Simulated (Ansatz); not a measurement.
Calculated with Ansatz (gas phase, PBE0-D4/def2-TZVP geometries, no zero-point term in ΔE). CCSD(T)/CBS adds triple-zeta CCSD(T) − MP2 to the extrapolated MP2 energy (def2 sets, frozen cores). This one scheme is used for every species. Functionals use def2-TZVPP. One conformer a species, not always the lowest.

Reaction (substitution at a C–Si bond): `NC([SiH3])S` + `N[SiH3]` → `NC(S)N[SiH3]` + SiH₄

`NC([SiH3])S`:

Z-matrix (Å, degrees):
```
C
Si 1 1.891
S 1 1.812 2 108.7
N 1 1.449 2 110.9 3 122.4
H 1 1.102 2 108.9 3 -110.2
H 2 1.492 1 109.9 3 -173.6
H 2 1.484 1 109.5 3 66.7
H 2 1.485 1 109.0 3 -54.3
H 3 1.345 1 96.6 2 59.7
H 4 1.013 1 111.0 2 62.9
H 4 1.014 1 111.0 2 -176.3
```

`N[SiH3]`:

```xyz
7

N    -0.932   -0.261    0.449
Si    0.611    0.063   -0.239
H    -1.712   -0.468   -0.154
H    -1.236    0.257    1.257
H     0.909   -1.012   -1.220
H     0.748    1.367   -0.954
H     1.611    0.055    0.861
```

`NC(S)N[SiH3]`:

Z-matrix (Å, degrees):
```
C
S 1 1.850
N 1 1.423 2 116.4
N 1 1.440 2 108.3 3 -122.3
H 1 1.101 2 101.3 3 116.5
H 2 1.344 1 94.9 3 68.6
Si 3 1.728 1 123.5 2 73.7
H 3 1.011 1 111.2 2 -77.2
H 4 1.011 1 111.1 2 -50.2
H 4 1.014 1 109.9 2 -171.7
H 7 1.485 3 106.7 1 168.8
H 7 1.486 3 107.4 1 49.7
H 7 1.489 3 115.3 1 -70.6
```

SiH₄:

Cartesian coordinates in Å:
```
Si 0.000 0.000 0.000
H -1.288 -0.595 -0.436
H -0.258 1.040 1.028
H 0.681 0.616 -1.167
H 0.866 -1.060 0.575
```

```json
{"level": "PBE-D4", "ΔE (eV)": "0.27"}
{"level": "ωB97X-V", "ΔE (eV)": "0.28"}
{"level": "SCS-MP2/def2-TZVPP", "ΔE (eV)": "0.29"}
{"level": "CCSD/def2-TZVPP", "ΔE (eV)": "0.29"}
{"level": "CCSD(T)/def2-TZVPP", "ΔE (eV)": "0.28"}
{"level": "MP2/def2-QZVPP", "ΔE (eV)": "0.35"}
{"level": "SCS-MP2/def2-QZVPP", "ΔE (eV)": "0.33"}
{"level": "MP2/CBS(def2)", "ΔE (eV)": "0.37"}
```

Question: What does CCSD(T)/CBS give? (An estimate is asked.)

Answer: Computed: +0.33 eV. The listed levels differ from it by -0.06, -0.05, -0.04, -0.04, -0.05, 0.02, 0.00, 0.04 eV.

Largest T1 diagnostic among the species: 0.011.
